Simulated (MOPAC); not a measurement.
MOPAC input (PM7):

```
PM7 PRECISE GNORM=0.05 LET XYZ CHARGE=-1 GEO-OK AUX(PRECISION=9) THREADS=1
H9OSi4

O    -0.42745500 1   -0.38307200 1   -2.09792600 1
Si   -0.12041200 1   -0.10791000 1   -0.59097700 1
Si   -1.54668900 1   -1.15758900 1    1.00586600 1
Si    2.03003000 1   -0.76224100 1    0.20491700 1
Si   -0.21073900 1    2.16412800 1    0.12713500 1
H    -1.19859700 1   -0.85319600 1    2.43001500 1
H    -1.54170800 1   -2.65063200 1    0.91640900 1
H    -2.98383400 1   -0.76726400 1    0.86634900 1
H     2.25985300 1   -0.47092100 1    1.65555100 1
H     2.29860900 1   -2.22614800 1    0.05643200 1
H     3.15840600 1   -0.08834000 1   -0.50910600 1
H    -1.54942700 1    2.79925800 1   -0.07714300 1
H     0.75249600 1    3.05369800 1   -0.59262100 1
H     0.09317800 1    2.35868400 1    1.58034000 1
```

From the output:

```
                                                       MOPAC v23.2.5 Linux

          FINAL HEAT OF FORMATION =        -80.11849 KCAL/MOL =    -335.21576 KJ/MOL

          COSMO AREA              =        186.78 SQUARE ANGSTROMS
          COSMO VOLUME            =        201.12 CUBIC ANGSTROMS

          GRADIENT NORM           =          0.01525          =       0.00408 PER ATOM
          IONIZATION POTENTIAL    =          4.451678 EV
          HOMO LUMO ENERGIES (EV) =         -4.452  4.751
          NO. OF FILLED LEVELS    =         16
          MOLECULAR WEIGHT        =        137.4125         POINT GROUP:  C3v

          MOLECULAR DIMENSIONS (Angstroms)

            Atom       Atom       Distance
            H    13    H     7     6.09361
            H     8    H    10     5.27722
            O     1    H     9     3.82709

          SCF CALCULATIONS        =         26

   ATOM   CHEMICAL          X               Y               Z
  NUMBER   SYMBOL      (ANGSTROMS)     (ANGSTROMS)     (ANGSTROMS)

     1       O         -0.38197134  *  -0.34232556  *  -1.87473697  *
     2      Si         -0.08944501  *  -0.08014810  *  -0.43897070  *
     3      Si         -1.54494480  *  -1.15736003  *   0.96410269  *
     4      Si          2.01083647  *  -0.76433079  *   0.16783989  *
     5      Si         -0.21682062  *   2.14490624  *   0.09050877  *
     6       H         -1.28125113  *  -0.91777626  *   2.38130252  *
     7       H         -1.46498496  *  -2.59758137  *   0.73590804  *
     8       H         -2.90797411  *  -0.71309188  *   0.68581606  *
     9       H          2.32570511  *  -0.51908364  *   1.57359808  *
    10       H          2.14376126  *  -2.19869087  *  -0.07220927  *
    11       H          3.00407192  *  -0.05960376  *  -0.63808623  *
    12       H         -1.56005065  *   2.63837774  *  -0.20078834  *
    13       H          0.74323538  *   2.89296759  *  -0.71657332  *
    14       H          0.06599324  *   2.43202017  *   1.49514035  *

                             CARTESIAN COORDINATES

   1    O       -0.381971344    -0.342325561    -1.874736965
   2   Si       -0.089445008    -0.080148100    -0.438970704
   3   Si       -1.544944803    -1.157360029     0.964102691
   4   Si        2.010836469    -0.764330791     0.167839894
   5   Si       -0.216820616     2.144906242     0.090508773
   6    H       -1.281251133    -0.917776257     2.381302517
   7    H       -1.464984956    -2.597581375     0.735908041
   8    H       -2.907974109    -0.713091877     0.685816059
   9    H        2.325705112    -0.519083644     1.573598079
  10    H        2.143761261    -2.198690865    -0.072209266
  11    H        3.004071924    -0.059603757    -0.638086229
  12    H       -1.560050646     2.638377738    -0.200788336
  13    H        0.743235375     2.892967590    -0.716573315
  14    H        0.065993242     2.432020170     1.495140348

           Empirical Formula: H9 O Si4  =    14 atoms

      MOLECULAR POINT GROUP   :   C3v

                  EIGENVALUES
 -22.37686 -17.07771 -13.73851 -13.73846  -9.05020  -8.81370  -8.76880  -8.76878
  -8.48502  -8.48496  -8.38491  -7.60178  -7.60177  -6.75957  -4.45170  -4.45168
   4.75080   4.75083   5.76440   6.52885   6.52890   6.63049   6.75762   6.75764
   6.82659   9.24221  11.96596  11.96599  13.48750  22.91468  22.91469  23.04447
  24.28526  24.28528  25.04723  25.18581  25.32180  25.32182  25.45021  25.56894
  25.56895  26.00647  26.00648  26.63037  28.93092  28.93094  29.85661  29.85662
  31.01020

              NET ATOMIC CHARGES AND DIPOLE CONTRIBUTIONS

  ATOM NO.   TYPE          CHARGE      No. of ELECS.   s-Pop       p-Pop       d-Pop
    1          O          -0.703104        6.7031     1.81429     4.88881
    2         Si           0.138473        3.8615     0.79960     2.79470     0.26723
    3         Si          -0.115143        4.1151     0.89659     3.11467     0.10389
    4         Si          -0.115142        4.1151     0.89659     3.11466     0.10389
    5         Si          -0.115143        4.1151     0.89659     3.11467     0.10389
    6          H          -0.018006        1.0180     1.01801
    7          H          -0.005987        1.0060     1.00599
    8          H          -0.005988        1.0060     1.00599
    9          H          -0.018006        1.0180     1.01801
   10          H          -0.005988        1.0060     1.00599
   11          H          -0.005988        1.0060     1.00599
   12          H          -0.005987        1.0060     1.00599
   13          H          -0.005986        1.0060     1.00599
   14          H          -0.018005        1.0180     1.01801
 DIPOLE           X         Y         Z       TOTAL
 POINT-CHG.     0.979     0.877     4.803     4.980
 HYBRID        -0.189    -0.169    -0.925     0.959
 SUM            0.790     0.708     3.878     4.020

          ATOMIC ORBITAL ELECTRON POPULATIONS

     Atom    s        px        py        pz      x^2-y^2     xz        z^2       yz        xy
    1  O   1.81429   1.74100   1.74387   1.40394
    2 Si   0.79960   0.98005   0.98130   0.83335   0.02965   0.07454   0.07804   0.06942   0.01557
    3 Si   0.89659   1.06965   1.03011   1.01491   0.03645   0.01044   0.03817   0.00767   0.01116
    4 Si   0.89659   1.14693   1.00143   0.96631   0.02727   0.02073   0.02976   0.00921   0.01692
    5 Si   0.89659   0.98160   1.16881   0.96426   0.01890   0.01447   0.02914   0.01630   0.02508
    6  H   1.01801
    7  H   1.00599
    8  H   1.00599
    9  H   1.01801
   10  H   1.00599
   11  H   1.00599
   12  H   1.00599
   13  H   1.00599
   14  H   1.01801

 **********************
 *                    *
 * JOB ENDED NORMALLY *
 *                    *
 **********************

 == MOPAC DONE ==
```

The dipole moment of an ion depends on the origin.

The geometry given is a B3LYP-D3(BJ)/def2-TZVP minimum.
